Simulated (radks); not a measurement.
Question: These are the eigenvalues of the occupied orbitals of an atom or ion with whole-number occupations (eV). Calculated with a radial shooting solver on a logarithmic mesh with Libxc functionals: Dirac Kohn-Sham, Wu-Cohen GGA, spin-unpolarised, spherical densities, finite nucleus; Fermi nuclear charge, rms radius of each element as measured or else 0.836 A^(1/3) + 0.57 fm.

| orbital | eigenvalue |
|---|---|
| 1s1/2 | -20899.02 |
| 2s1/2 | -3018.630 |
| 2p1/2 | -2787.777 |
| 2p3/2 | -2669.487 |
| 3s1/2 | -561.4876 |
| 3p1/2 | -472.6860 |
| 3p3/2 | -452.8825 |
| 3d3/2 | -295.5210 |
| 3d5/2 | -291.7114 |
| 4s1/2 | -113.6717 |
| 4p1/2 | -87.0487 |
| 4p3/2 | -83.8714 |
| 4d3/2 | -43.3129 |
| 4d5/2 | -42.9105 |
| 5d3/2 | -15.7161 |
| 5d5/2 | -15.6562 |

Which element is it, and in what charge state? The configuration may be excited. Open shells, if any, are shared by 2j + 1.

Answer: Z = 43, technetium, charge +3: Tc3+ in [Ar] 3d10 4s1 4p6 4d4 5d1. The list shows which subshells hold electrons but not how many an open one holds; the 1s level, -768.02 hartree, gives Z - s = 39.2 by -(Z - s)^2/2, which with screening and relativity narrows Z to a few neighbours, and the depths of the outer levels then fix element, charge and occupations together.
